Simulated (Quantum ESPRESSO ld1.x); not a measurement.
The numbers below are computed, except where a source is named.
Q: The rubidium ion Rb10+, 27 electrons, occupied as [Ar] 3d9 (the NIST ground configuration). Level of theory: non-relativistic Kohn-Sham, PBE, spin-unpolarised, spherical densities, point nucleus; relativity is left out, which matters for an element this heavy (ld1.x of Quantum ESPRESSO 7.5). Some entries of the table are withheld. Estimate them.

orbital,occ.,eigenvalue (hartree),<1/r> (bohr^-1),<r^2> (bohr^2)
1s,2,-549.432,(1),0.002282
2s,2,-78.8896,8.138,0.03901
2p,6,-72.3416,(2),0.03000
3s,2,-17.6273,2.775,(3)
3p,6,-15.2528,2.679,0.3040
3d,9,-10.9862,(4),0.2964
4s,0,-6.66140,1.154,1.581
4p,0,(5),(6),1.749

A: 
(1) 1s <1/r> (bohr^-1): 36.49
(2) 2p <1/r> (bohr^-1): 8.121
(3) 3s <r^2> (bohr^2): 0.3012
(4) 3d <1/r> (bohr^-1): 2.486
(5) 4p eigenvalue (hartree): -5.90617
(6) 4p <1/r> (bohr^-1): 1.089
